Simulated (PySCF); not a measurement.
**The third ionisation energy along the 4d series**

All values are computed (PySCF 2.14, energy differences of UHF-based or UKS calculations, no spin-orbit coupling). Values in eV. The last column holds reference values (NIST; (s) semi-empirical, (t) theoretical, else measured). Unmarked ones compare directly (S terms, centres of terms, or small fine structure); those marked * lie between the lowest fine-structure levels and include a spin-orbit shift.

```
                                                        element        configurations     UHF  MP2 (valence)  SCS-MP2 (valence)           reference
Nb (def2-TZVP with the def2 core potential (28 electrons), ECP)   [Kr] 4d3 → [Kr] 4d2  24.256         24.487             24.333         25.04 (s) *
Mo (def2-TZVP with the def2 core potential (28 electrons), ECP)   [Kr] 4d4 → [Kr] 4d3  26.105         26.515             26.242  27.13 ± 0.12 (s) *
Rh (def2-TZVP with the def2 core potential (28 electrons), ECP)   [Kr] 4d7 → [Kr] 4d6  29.413         30.366             30.474         31.06 (s) *
Pd (def2-TZVP with the def2 core potential (28 electrons), ECP)   [Kr] 4d8 → [Kr] 4d7  31.191         32.360             32.366         32.93 (s) *
Cd (def2-TZVP with the def2 core potential (28 electrons), ECP)  [Kr] 4d10 → [Kr] 4d9  36.014         37.453             37.292    37.468 ± 0.006 *
```

"Valence" correlates the outer s and p shells and, in groups 3 to 12 and the f block, the outer d or f shell, open or full, or the next shell where the ion has no valence electron left; the wider scheme adds the next inner shell.
